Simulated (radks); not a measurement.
The erbium ion Er2+, 66 electrons, occupied as [Xe] 4f11 6d1 (not the ground configuration). Method: Dirac Kohn-Sham, PBEsol, spin-unpolarised, spherical densities, point nucleus; open shells are shared between the two j in proportion to 2j + 1; computed with a radial shooting solver on a logarithmic mesh with Libxc functionals. Some entries of the table are withheld. Estimate them.

orbital     occ.  eigenvalue (eV)  <r^2> (bohr^2)
1s1/2          2        -57313.35       0.0005681
2s1/2          2        -9646.140        0.008779
2p1/2          2              (1)        0.006332
2p3/2          4              (2)        0.007551
3s1/2          2        -2183.002             (3)
3p1/2          2              (4)             (5)
3p3/2          4              (6)             (7)
3d3/2          4        -1447.262         0.04766
3d5/2          6        -1405.206         0.04956
4s1/2          2        -452.6618          0.2913
4p1/2          2        -372.5697             (8)
4p3/2          4        -329.0812             (9)
4d3/2          4        -197.2313          0.3852
4d5/2          6        -189.3070          0.4000
5s1/2          2         -76.2947           1.701
5p1/2          2         -53.9949           2.121
5p3/2          4         -48.1154           2.427
4f5/2    4.71429         -30.4493            (10)
4f7/2    6.28571         -29.2916            (11)
6d3/2        0.4          -8.0524           34.42
6d5/2        0.6          -7.9661           35.07

Answer. 
(1) 2p1/2 eigenvalue (eV): -9189.158
(2) 2p3/2 eigenvalue (eV): -8272.828
(3) 3s1/2 <r^2> (bohr^2): 0.05798
(4) 3p1/2 eigenvalue (eV): -1982.548
(5) 3p1/2 <r^2> (bohr^2): 0.05366
(6) 3p3/2 eigenvalue (eV): -1790.138
(7) 3p3/2 <r^2> (bohr^2): 0.06051
(8) 4p1/2 <r^2> (bohr^2): 0.3041
(9) 4p3/2 <r^2> (bohr^2): 0.3419
(10) 4f5/2 <r^2> (bohr^2): 0.7539
(11) 4f7/2 <r^2> (bohr^2): 0.7819
